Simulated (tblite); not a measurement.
Compound: CH₇B₃N₄.
Z-matrix (Å and degrees, GFN2-xTB geometry), rows numbered from 1:
```
C 
N   1  1.2395
B   2  1.4057  1  146.54
N   3  1.4308  2  121.08  1   -92.99
B   4  1.4120  3  122.45  2  -172.97
N   5  1.4186  4  117.22  3     0.22
B   6  1.4187  5  123.34  4    -0.00
N   7  1.4120  6  117.26  5    -0.21
H   1  1.0904  2  120.15  3   179.72
H   1  1.0977  2  124.36  3    -0.44
H   4  1.0078  3  118.13  2     6.45
H   5  1.1752  4  121.26  3  -179.47
H   6  1.0080  5  118.33  4   179.86
H   7  1.1751  6  121.55  5  -179.88
H   8  1.0080  3  118.19  2    -6.73
```

Level: GFN2-xTB in tblite, geometry and Hessian alike; calculated harmonic values, unscaled, isolated species. Errors from tens to a few hundred cm⁻¹ against measured bands are possible. Modes of hydrogen on boron can be 10 to 20 % off. One conformer, not necessarily the lowest.

Harmonic wavenumbers (cm⁻¹): 92.9, 101.7, 189.6, 258.8, 296.3, 341.4, 387.9, 495.7, 559.2, 560.9, 656.7, 683.9, 687.5, 704.7, 796.2, 808.1, 815.4, 937.5, 983.8, 994.8, 1059.7, 1068.5, 1139.9, 1149.1, 1198.7, 1235.7, 1298.1, 1320.5, 1385.4, 1405.0, 1474.8, 1852.7, 2578.6, 2584.8, 2823.5, 2931.4, 3469.2, 3470.0, 3471.5.

A = 5096, B = 1444, C = 1145 MHz; mass 108.095 u (most abundant isotopes); point group Cs, symmetry number 1.

**Question.** Zero-point energy?

**Answer.** Half the sum of the wavenumbers: 24135 cm⁻¹ = 288.72 kJ/mol.

**Question.** What is S at 273.15 K and 1 bar for an ideal gas of classical rigid rotors and harmonic oscillators?

**Answer.** Translation 165.44, rotation 116.21, vibration 70.75: S = 352.4 J/(mol K).

**Question.** And Cp and H(273.15 K) − H(0)?

**Answer.** Cp = 125.98 J/(mol K), of which vibrations give 92.72 (their classical limit is 39 R = 324.3); H(273.15 K) − H(0) = 20.43 kJ/mol without the zero-point energy, 11.34 from vibrations.

**Question.** What must be added to the electronic energy to get the Gibbs energy at 273.15 K and 1 bar?

**Answer.** ZPE + [H(273.15 K) − H(0)] − T·S = 288.72 + 20.43 − 96.26 = 212.89 kJ/mol.

**Question.** Blend soft modes into free rotors: weight 1/[1 + (100 cm⁻¹/ν̃)⁴] for the oscillator and the rest for a rotor with moment μB/(μ + B), μ = h/(8π²ν), B = 10⁻⁴⁴ kg m². What vibrational entropy results?

**Answer.** 68.44 J/(mol K) in place of 70.75, which changes −T·S at 273.15 K by +0.63 kJ/mol.

Hindered rotation and anharmonicity are outside this model. Other conformers, if any are populated, would add a mixing term that is left out.
